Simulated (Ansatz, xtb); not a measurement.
Two isomers of C5H5BCl2

We compare X, `ClB(Cl)C1=CCC=C1`, a singlet, with Y, `C=C(C)C#CB(Cl)Cl`, a singlet. Both are isolated molecules in the gas phase, relaxed with r2SCAN-D4/def2-SVP; the shapes shown needn't be the lowest conformers.

X (Å):

```xyz
13

C    -0.6339    0.3561    1.8013
C    -0.5345   -0.9368    1.3573
C    -0.1792   -0.9495   -0.0917
C    -0.0822    0.5038   -0.4438
C    -0.3469    1.2443    0.6579
B    -0.9831    0.7779    3.2374
Cl   -1.2995   -0.4181    4.4959
Cl   -1.0789    2.4838    3.6749
H    -0.6900   -1.8315    1.9646
H    -0.9393   -1.4882   -0.6926
H     0.7650   -1.5008   -0.2747
H     0.1647    0.8784   -1.4392
H    -0.3543    2.3346    0.7206
```

Y (Å):

```
atom    x (Å)    y (Å)    z (Å)
   C  -1.7270   0.0230  -0.5021
   C  -0.7503   0.1238   0.4286
   C  -0.9580   0.7600   1.7798
   C   0.5495  -0.3848   0.1502
   C   1.6876  -0.8081  -0.0457
   B   3.0725  -1.3304  -0.2999
  Cl   4.3431  -1.1227   0.9013
  Cl   3.4578  -2.1614  -1.8032
   H  -1.5391  -0.4469  -1.4704
   H  -2.7296   0.4130  -0.3028
   H  -0.2669   1.6065   1.9196
   H  -0.7457   0.0378   2.5842
   H  -1.9898   1.1217   1.8910
```

Quicker runs give these differences E(Y) − E(X): GFN2-xTB +1.253 eV; HF/STO-3G +1.602 eV (at GFN2-xTB geometries); r2SCAN-D4/def2-SVP//GFN2-xTB +1.342 eV.

Question: Estimate E(Y) − E(X) at the level CCSD(T)/def2-SVP + ΔMP2/def2-TZVPP.

Answer: Calculated at CCSD(T)/def2-SVP + ΔMP2/def2-TZVPP: E(Y) − E(X) = +1.116 eV, so structure X lies lower.

How the difference moves with the method:

| level | geometry | E(Y) − E(X) (eV) | departure from the last row (eV) | job, with rough time for the two |
| --- | --- | --- | --- | --- |
| GFN2-xTB | GFN2-xTB | +1.253 | +0.138 | optimisation, 0.12 s |
| HF/STO-3G | GFN2-xTB | +1.602 | +0.486 | single point, 0.24 s |
| r2SCAN-D4/def2-SVP//GFN2-xTB | GFN2-xTB | +1.342 | +0.226 | single point, 1.4 s |
| r2SCAN-D4/def2-SVP | r2SCAN-D4/def2-SVP | +1.280 | +0.164 | optimisation, 22 s |
| HF/def2-SVP | r2SCAN-D4/def2-SVP | +1.047 | −0.069 | part of the CCSD(T) run |
| MP2/def2-SVP | r2SCAN-D4/def2-SVP | +1.107 | −0.008 | part of the CCSD(T) run |
| CCSD(T)/def2-SVP | r2SCAN-D4/def2-SVP | +1.111 | −0.005 | single point |
| CCSD(T)/def2-SVP + ΔMP2/def2-TZVPP | r2SCAN-D4/def2-SVP | +1.116 |  | single point, 24 s |

As drawn, Y has 1 C≡C in place of 1 C=C, 1 C–C. Structure X has a 5-membered ring, Y no ring.

None of the levels shown reverses the order. The largest departure from CCSD(T)/def2-SVP + ΔMP2/def2-TZVPP is that of HF/STO-3G, 0.486 eV. The last row adds to CCSD(T) the change of the MP2 difference between the two basis sets, here +0.005 eV.

With thermal terms from frequencies at re-optimised GFN2-xTB minima (ideal gas, soft modes damped towards free rotors, one conformer each, 298.15 K, 1 atm): the zero-point term adds −0.063 eV; ΔH is +1.105 and ΔG +0.978 eV.

The correlated steps freeze 16 core orbitals. Run with Ansatz 0.2.0, xtb 6.7.1; the last row on 4 threads of AMD EPYC 9R45 96-Core Processor (Zen 5) on a shared host.
